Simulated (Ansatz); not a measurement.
The same group exchange along the group Cl, Br, I.

Isolated molecules relaxed with PBE0-D4/def2-TZVP in Ansatz; ΔE leaves out vibrations. CCSD(T)/CBS is the MP2 limit (def2-TZVPP, def2-QZVPP) plus CCSD(T) − MP2 in def2-TZVPP, frozen cores. This one scheme is used for every species. Functionals use def2-TZVPP. Elements past krypton have def2 core potentials. For Br, I outer-core shells are correlated without core-valence functions, which leaves a few kJ/mol of doubt a bond. Scalar relativity is left out up to krypton. One conformer a species, not always the lowest.

| reaction | B97M-V (eV) | LDA (SPW92) (eV) | CCSD(T)/CBS(def2) (eV) |
| --- | --- | --- | --- |
| `C=C(N)Cl` + `C=C` → `C=CC(=C)N` + HCl | -0.55 | -0.59 | -0.53 |
| `C=C(N)Br` + `C=C` → `C=CC(=C)N` + HBr | -0.55 | -0.61 | -0.49 |
| `C=C(N)I` + `C=C` → `C=CC(=C)N` + HI | -0.53 | -0.60 | -0.41 |

Largest T1 diagnostic: 0.012, for `C=CC(=C)N`.
